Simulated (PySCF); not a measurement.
diarsenic (As2), SMILES [As]#[As]. Coordinates come from a PBE-D3(BJ)/def2-TZVP optimisation.

Q: Give the equilibrium geometry at PBE-D3(BJ)/def2-TZVP (PySCF confirms it by a frequency run) as bond lengths and angles, and its point group. (Estimate from the structure and the level; the computed values follow.)

A: point group D∞h.
Atoms: As1 As2. Bonded distances (Å): As1–As2 2.118.
